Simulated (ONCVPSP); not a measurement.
## What the settings do to the ONCV potential of calcium

Base potential:

| Property | Result |
| --- | --- |
| Element | calcium (Ca) |
| Generator | ONCVPSP 4.0.1 |
| Type | optimised norm-conserving Vanderbilt (ONCV) |
| Functional | PBEsol |
| Relativity | scalar-relativistic |
| Frozen core | [Ne] |
| Valence charge | 10 |
| Reference configuration | 3s2 3p6 4s2 |
| Partial waves | 3s+4s: rc 2.30 bohr, ncon 5, nbas 8, qcut 5.3 1/bohr, 2 projectors; 3p: rc 1.20 bohr, ncon 4, nbas 8, qcut 5.8 1/bohr, 2 projectors, debl 0.7 Ha; d scattering state at 0.15 Ha: rc 1.85 bohr, ncon 4, nbas 8, qcut 6 1/bohr, 3 projectors, debl 0.7 Ha |
| Local potential | polynomial inside 0.95 bohr (lpopt 5, dvloc0 4 Ha) |
| Core correction | Teter function, fcfact 2.75, rcfact 1.1 |

In the p channel the program set the typed energies aside and used -1.027, 0.250 Ha. In the d channel the program set the typed energies aside and used -0.072, 0.628, 1.328 Ha.

Cutoffs, loose and tight: the cutoffs (Ha) at which the residual kinetic energy of the hardest occupied pseudo-wave falls to 1 and 0.1 mHa per electron. They do not see the model core or the augmentation charge, which bear on the density cutoff. Test errors are all-electron minus pseudo excitation energies from the reference, over the configurations 3s2 3p6 4s1; 3s2 3p6 4s0; 3s2 3p6 4s1.5; 3s2 3p6 3d1 4s1. A dash means not determined; rows that change the core or the reference have their own tests. The largest error is taken over the tests solved by every variant that gives reliable tests at all: 3s2 3p6 4s0; 3s2 3p6 4s1; 3s2 3p6 4s1.5.

A true bound ghost makes a file unfit for plane-wave use even where its test errors are small: the radial tests pick states by their node count and pass the ghost by.

| change | outcome | cutoff, loose | cutoff, tight | bound ghosts | GHOST(+) flags above zero | largest test error (meV) |
| --- | --- | --- | --- | --- | --- | --- |
| base | generated, projector energies reset by the program | 14 Ha | 112 Ha | d | d | -3.1 |
| s: qcut 3.5; p: qcut 3.8; d: qcut 3.9 | generated, projector energies reset by the program | 25 Ha | 59 Ha | d | none | -3.7 |
| s: qcut 4.2; p: qcut 4.6; d: qcut 4.8 | generated, projector energies reset by the program | 18 Ha | 47 Ha | d | none | -3.6 |
| s: qcut 5.2; p: qcut 5.7; d: qcut 5.9 | generated, projector energies reset by the program | 14 Ha | 111 Ha | d | d | -3.2 |
| s: qcut 5.8; p: qcut 6.4; d: qcut 6.6 | generated, projector energies reset by the program | 14 Ha | 107 Ha | d | d | -2.9 |
| s: qcut 6.6; p: qcut 7.2; d: qcut 7.4 | generated, projector energies reset by the program | 15 Ha | 67 Ha | none | none | -2.6 |
| s: qcut 7; p: qcut 7.6; d: qcut 7.9 | generated, projector energies reset by the program | 19 Ha | 44 Ha | none | none | -2.5 |
| s: qcut 7.8; p: qcut 8.5; d: qcut 8.8 | generated, projector energies reset by the program | 24 Ha | 33 Ha | none | none | -2.1 |

Q: What comes out with this change to the base: s: qcut 4.7; p: qcut 5.2; d: qcut 5.4?

A: outcome: generated, projector energies reset by the program; cutoff, loose: 14 Ha; cutoff, tight: 81 Ha; bound ghosts: d; GHOST(+) flags above zero: d; largest test error (meV): -3.4.
